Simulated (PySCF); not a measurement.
Si(H)2(Cl)(NH2) (ClH4NSi), SMILES N[SiH2]Cl. Geometry optimised at ωB97X-D3(BJ)/def2-TZVP. One conformer was computed; it need not be the lowest.

**Question.** Give the equilibrium geometry at ωB97X-D3(BJ)/def2-TZVP (PySCF confirms it by a frequency run) as Cartesian coordinates in Å, and its point group. (Estimate from the structure and the level; the computed values follow.)

**Answer.** Several could match; the one computed here: point group Cs.
```xyz
7

Si    -0.5608     0.4850     0.0000
N      0.5820     1.7485     0.0000
Cl     0.2525    -1.4183     0.0000
H     -1.3662     0.5780    -1.2324
H     -1.3662     0.5780     1.2324
H      1.1086     1.9627     0.8323
H      1.1086     1.9627    -0.8323
```
Charge 0, spin multiplicity 1.
